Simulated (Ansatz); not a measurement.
Consider the atomization: `N=C([SiH3])[SeH]` → C• + 5 H• + N• + Se• + Si•.

Calculated with Ansatz (gas phase, PBE0-D4/def2-TZVP geometries, no zero-point term in ΔE). CCSD(T)/CBS is the MP2 limit (def2-TZVPP, def2-QZVPP) plus CCSD(T) − MP2 in def2-TZVPP, frozen cores. This one scheme is used for every species, atoms too. Functionals use def2-TZVPP. B3LYP here is the variant with VWN-RPA as its local correlation; programs differ in this. No spin–orbit coupling; open shells (•) take unrestricted orbitals. Spin–orbit coupling would lower the free atoms: a little for C, Si; clearly for Se. For Se outer-core shells are correlated without core-valence functions, so the limit isn't a true one: a few kJ/mol of doubt a bond, and 10 to 20 or more in all where bonds break to atoms. Scalar relativity is left out up to krypton. Each species was taken in one conformer, which may not be the lowest.

```json
{"level": "PBE-D4", "ΔE (kJ/mol)": "2970.3", "difference from CCSD(T)/CBS": "65.3"}
{"level": "r2SCAN-D4", "ΔE (kJ/mol)": "2903.2", "difference from CCSD(T)/CBS": "-1.8"}
{"level": "PBE0-D4", "ΔE (kJ/mol)": "2896.5", "difference from CCSD(T)/CBS": "-8.5"}
{"level": "B3LYP-D4", "ΔE (kJ/mol)": "2913.6", "difference from CCSD(T)/CBS": "8.6"}
{"level": "ωB97X-V", "ΔE (kJ/mol)": "2918.2", "difference from CCSD(T)/CBS": "13.2"}
{"level": "ωB97M-V", "ΔE (kJ/mol)": "2902.3", "difference from CCSD(T)/CBS": "-2.7"}
{"level": "B2PLYP", "ΔE (kJ/mol)": "2865.4", "difference from CCSD(T)/CBS": "-39.6"}
{"level": "PBE", "ΔE (kJ/mol)": "2948.5", "difference from CCSD(T)/CBS": "43.5"}
{"level": "r2SCAN", "ΔE (kJ/mol)": "2898.1", "difference from CCSD(T)/CBS": "-6.9"}
{"level": "PBE0", "ΔE (kJ/mol)": "2878.1", "difference from CCSD(T)/CBS": "-26.9"}
{"level": "B3LYP", "ΔE (kJ/mol)": "2878.1", "difference from CCSD(T)/CBS": "-26.9"}
{"level": "HF/def2-TZVPP", "ΔE (kJ/mol)": "1960.5", "difference from CCSD(T)/CBS": "-944.5"}
{"level": "MP2/def2-TZVPP", "ΔE (kJ/mol)": "2837.7", "difference from CCSD(T)/CBS": "-67.3"}
{"level": "SCS-MP2/def2-TZVPP", "ΔE (kJ/mol)": "2847.3", "difference from CCSD(T)/CBS": "-57.7"}
{"level": "CCSD/def2-TZVPP", "ΔE (kJ/mol)": "2754.8", "difference from CCSD(T)/CBS": "-150.2"}
{"level": "CCSD(T)/def2-TZVPP", "ΔE (kJ/mol)": "2812.3", "difference from CCSD(T)/CBS": "-92.7"}
{"level": "HF/def2-QZVPP", "ΔE (kJ/mol)": "1965.5", "difference from CCSD(T)/CBS": "-939.5"}
{"level": "MP2/def2-QZVPP", "ΔE (kJ/mol)": "2892.7", "difference from CCSD(T)/CBS": "-12.3"}
{"level": "SCS-MP2/def2-QZVPP", "ΔE (kJ/mol)": "2909.9", "difference from CCSD(T)/CBS": "4.9"}
{"level": "HF/CBS(def2)", "ΔE (kJ/mol)": "1966.2", "difference from CCSD(T)/CBS": "-938.8"}
{"level": "MP2/CBS(def2)", "ΔE (kJ/mol)": "2930.5", "difference from CCSD(T)/CBS": "25.5"}
{"level": "CCSD/CBS(def2)", "ΔE (kJ/mol)": "2847.5", "difference from CCSD(T)/CBS": "-57.5"}
{"level": "CCSD(T)/CBS", "ΔE (kJ/mol)": "2905.0", "difference from CCSD(T)/CBS": "0"}
```

Largest T1 diagnostic among the species: 0.012.

The D4 term adds +35.5 kJ/mol with B3LYP and +18.4 kJ/mol with PBE0; it sums over pairs of atoms, weighted by their polarisabilities, and B3LYP, whose exchange is more repulsive, gets the larger term. In def2-TZVPP, CCSD(T) changes the Hartree–Fock value by +851.8 kJ/mol (the triples alone add +57.5 kJ/mol) and MP2 by +877.3 kJ/mol; breaking electron pairs costs correlation energy, which Hartree–Fock lacks. From PBE to PBE0 (25 % exact exchange), in def2-TZVPP and without D4, ΔE moves by −70.4 kJ/mol: exact exchange takes away binding that semilocal exchange gives to molecules.

For atomizations the MP2-based limit and the directly extrapolated one differ by several kJ/mol either way, and by 10 to 25 for some Ge, Se and Sn compounds, so smaller differences from it don't rank the levels.
